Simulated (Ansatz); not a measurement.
Reaction (ligand exchange at a Ge–C bond): `[CH3][GeH2][C]1=CC1` + `C=N` → `C=[N][GeH2][CH3]` + `C1=CC1`

Program: Ansatz. Geometries: PBE0-D4/def2-TZVP. ΔE: electronic, gas phase. CCSD(T)/CBS adds triple-zeta CCSD(T) − MP2 to the extrapolated MP2 energy (def2 sets, frozen cores). This one scheme is used for every species. DFT in def2-TZVPP. For Ge outer-core shells are correlated without core-valence functions, which leaves a few kJ/mol of doubt a bond. Scalar relativity is left out up to krypton. Each species was taken in one conformer, which may not be the lowest.

Task: Is it downhill or uphill in electronic energy at CCSD(T)/CBS, and by how much? (Best estimate.)

Result: The calculation gave: Uphill: ΔE = +0.06 eV.

Task: What do these levels give: r2SCAN-D4, r2SCAN, CCSD/def2-TZVPP, HF/def2-QZVPP, SCS-MP2/def2-QZVPP, CCSD/CBS(def2)? (Best estimate.)

Result: Ansatz gave: r2SCAN-D4 0.04, r2SCAN 0.03, CCSD/def2-TZVPP 0.08, HF/def2-QZVPP 0.00, SCS-MP2/def2-QZVPP 0.06, CCSD/CBS(def2) 0.06 eV.

Largest T1 diagnostic among the species: 0.012.

In def2-TZVPP, CCSD(T) changes the Hartree–Fock value by +0.08 eV (the triples alone add +0.00 eV) and MP2 by +0.07 eV.
